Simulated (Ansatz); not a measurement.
Molecule: ZrI2, net charge 0, triplet state. The spin state was set by rule; other spins were not relaxed. 
Coordinates optimised at B3LYP-D3(BJ)/def2-TZVP (Ansatz, a quantum-chemistry and plane-wave program):
```xyz
3

Zr     0.0000     0.0000     0.0000
I      0.0000     0.0000     2.7397
I      0.0000     0.0000    -2.7397
```
Charge 0, spin multiplicity 3.

Computed values are from Ansatz. Valence correlation only, unless marked. UHF or UKS for open shells. No spin-orbit coupling. Frozen are the shells of the preceding noble gas and the d and f shells that filled before the atom's block. In def2 rows, elements after Kr have scalar-relativistic effective core potentials. CBS(X,Y): correlation extrapolated as X^-3; Hartree-Fock from the larger set. [CCSD(T)-MP2]/basis is that difference in the basis named.

What is the T1 diagnostic at CCSD/def2-TZVPPD?

0.021.

What is the atomisation energy De at RI-MP2/CBS(def2-TZVPPD,def2-QZVPPD)+[CCSD(T)-MP2]/def2-TZVPPD?

178.9 kcal/mol.

What is the total energy at RI-MP2/CBS(def2-TZVPPD,def2-QZVPPD)+[CCSD(T)-MP2]/def2-TZVPPD?

-640.4436 Eh.

What is the dipole moment at CCSD(T)/def2-SVPD?

0.00 D.

What is the vertical ionisation energy (to the doublet) at RI-MP2/CBS(def2-TZVPPD,def2-QZVPPD)+[CCSD(T)-MP2]/def2-TZVPPD?

7.40 eV.
